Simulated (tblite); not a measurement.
C2H8NO2Si3 (doublet state).
Numbering: `[CH2:1][Si:2]([C:3]#[N:4])([O:5][SiH3:6])[O:7][SiH3:8]` (hydrogens: H9, H10 on C1; H11, H12, H13 on Si6; H14, H15, H16 on Si8)

Computed geometry: GFN2-xTB, gas phase. This method treats the open shell by occupation alone, without spin polarisation.

Task: What internal coordinates does the optimisation give?

Result: 
```
                    bond  length (pm)   order
                  C1–Si2        184.2  single
                  Si2–C3        187.9  single
                   C3≡N4        114.4  triple
          Si2–O5, Si2–O7        161.6  single
          O5–Si6, O7–Si8        162.4  single
           C1–H9, C1–H10        107.5  single
Si6–H11 and 5 like bonds        146.2  single
```

Bonds in one row agree within 1 pm and their mean is given. Orders are formal, as drawn. A selection of angles:
```
     angle  degrees
 C1–Si2–C3    111.1
 C1–Si2–O5    112.1
 C3–Si2–O5    104.8
 O5–Si2–O7    111.8
 Si2–C3–N4    178.0
Si2–O5–Si6    150.9
```

Dihedral angles: C1–Si2–O5–Si6 112° (anticlinal); C1–Si2–O7–Si8 -127° (anticlinal). The mirror-image conformer, all signs reversed, is as good.

C1 (carbon bonded to Si and 2 H) is almost planar (angles 122.0°, 121.9° and 115.3°, sum 359.2°, 0.07 Å off the plane of its three neighbours). Of the pairs four or more bonds apart, Si6···Si8 is among the closest relative to their van der Waals radii: 4.17 Å, 99 % of the sum of Bondi's values. The C–Si distances run from 1.842 Å (C1–Si2, drawn single) to 1.879 Å (Si2–C3, drawn single), a spread of 0.037 Å. Si2 (silicon bonded to 2 C and 2 O) is distorted tetrahedral (angles from 104.8° to 112.1°). Si6 (silicon bonded to O and 3 H) is distorted tetrahedral (angles from 102.7° to 113.2°).

Its GFN2-xTB frequencies are all real (lowest 27 cm⁻¹). Torsions: H–C1–Si2–C3 -84° and 85°, C1–Si2–O5–Si6 112°, C1–Si2–O7–Si8 -127°. 3 starts were optimised and ended at 0.00, 0.05 and 0.36 kcal/mol (GFN2-xTB); the lowest of these is shown.
